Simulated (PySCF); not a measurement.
Cu (copper, neutral) across methods

[Ar] 3d9 4s1 5s1, high-spin 4D determinant (an excited configuration). All numbers are calculated (PySCF 2.14, scalar relativity by spin-free X2C-1e, in aug-cc-pVDZ-DK (7s6p4d2f, 59 functions)).

```
   method  E (hartree)  mean ε 3d β (eV)  mean ε 4s α (eV)  mean ε 5s α (eV)  Σ⟨r²⟩ (bohr²)   ⟨S²⟩
     BP86    -1654.761           -14.167           -10.446            -1.786          87.36  3.750
      LDA    -1651.591           -14.224           -10.519            -1.719          86.24  3.750
      UHF  -1652.97417           -23.977           -12.925            -2.529          92.99  3.751
      PBE    -1654.247           -14.018           -10.283            -1.737          88.35  3.750
    TPSSh    -1654.485           -15.091           -10.559            -1.793          89.86  3.750
BHandHLYP    -1654.447           -19.392           -11.803            -2.056          90.07  3.750
   r2SCAN    -1654.457           -14.328           -10.551            -1.687          88.91  3.751
    wB97X    -1654.528           -19.360           -13.114            -2.757          93.20  3.750
```

Question: Estimate the same row for PBE0.

Answer: E (hartree) = -1654.252; mean ε 3d β (eV) = -16.699; mean ε 4s α (eV) = -11.069; mean ε 5s α (eV) = -2.006; Σ⟨r²⟩ (bohr²) = 89.48; ⟨S²⟩ = 3.750.

The outer electron is Rydberg-like, and this basis confines it to a smaller radius and binds it less than a complete one would.
